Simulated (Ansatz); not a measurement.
Species: H4AlNO2, SMILES `[NH2][Al]([OH])[OH]` (O–Al–O–H torsion 0°, O–Al–O–H torsion -180°) (charge 0, multiplicity 1).

Problem. Give a relaxed geometry from Ansatz (a quantum-chemistry and plane-wave program) with B3LYP-D3(BJ)/def2-TZVP.

Solution. One answer among several that fit: the end point of this relaxation, one of several conformers (outside a Z-matrix the atoms follow the SMILES, hydrogens last).
Bonds (Å): N1–Al2 1.763, N1–H5 1.006, N1–H6 1.007, Al2–O3 1.696, Al2–O4 1.699, O3–H7 0.958, O4–H8 0.957. Angles (°): Al2–N1–H5 125.9, Al2–N1–H6 123.6, H5–N1–H6 110.5, N1–Al2–O3 117.6, N1–Al2–O4 123.6, O3–Al2–O4 118.8, Al2–O3–H7 122.7, Al2–O4–H8 125.3.
